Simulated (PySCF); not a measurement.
B(H)(OH)(iPr) (C3H9BO), SMILES CC(C)BO.

Coordinates come from a B3LYP-D3(BJ)/def2-SVP optimisation. The structure was generated by enumeration, and PubChem lists no compound with its InChIKey, so it may never have been made. One conformer was computed; it need not be the lowest.

Computed with PySCF 2.14.0 with TDA-M06-2X/def2-SVPD.

Vertical excitations. Isolated molecule, no solvent.

| state | energy (eV) | λ (nm) | f | main pairs |
|---|---|---|---|---|
| S1 | 6.41 | 193 | 0.002 | HOMO→LUMO+1 75 % |
| S2 | 7.49 | 165 | 0.002 | HOMO→LUMO 87 % |
| S3 | 8.39 | 148 | 0.012 | HOMO−1→LUMO+1 36 %, HOMO→LUMO+2 26 %, HOMO−1→LUMO 13 %, HOMO→LUMO+3 8 % |
| S4 | 8.45 | 147 | 0.037 | HOMO→LUMO+2 51 %, HOMO−1→LUMO+1 23 % |
| S5 | 8.76 | 142 | 0.034 | HOMO−2→LUMO+1 40 %, HOMO−2→LUMO 26 %, HOMO→LUMO+3 9 %, HOMO−1→LUMO 9 % |
| S6 | 8.87 | 140 | 0.072 | HOMO→LUMO+3 47 %, HOMO→LUMO+2 11 %, HOMO−2→LUMO+1 11 %, HOMO−2→LUMO 10 % |
| S7 | 8.97 | 138 | 0.021 | HOMO−1→LUMO 46 %, HOMO→LUMO+3 13 %, HOMO→LUMO+4 12 % |
| S8 | 9.02 | 137 | 0.029 | HOMO→LUMO+4 69 %, HOMO−1→LUMO 11 % |
| S9 | 9.12 | 136 | 0.011 | HOMO−2→LUMO 48 %, HOMO−2→LUMO+1 26 % |
| S10 | 9.37 | 132 | 0.013 | HOMO−3→LUMO+1 40 %, HOMO−4→LUMO 11 %, HOMO−1→LUMO+1 9 %, HOMO−2→LUMO+1 8 % |
| T1 | 6.04 | 205 | 0 | HOMO→LUMO+1 73 % |
| T2 | 7.41 | 167 | 0 | HOMO→LUMO 84 % |
| T3 | 7.78 | 159 | 0 | HOMO−1→LUMO+1 38 %, HOMO−4→LUMO+1 28 % |
| T4 | 7.88 | 157 | 0 | HOMO−3→LUMO+1 28 %, HOMO−4→LUMO+1 24 %, HOMO−2→LUMO+1 9 %, HOMO−1→LUMO+1 6 % |
Triplets are in the Tamm–Dancoff approximation.
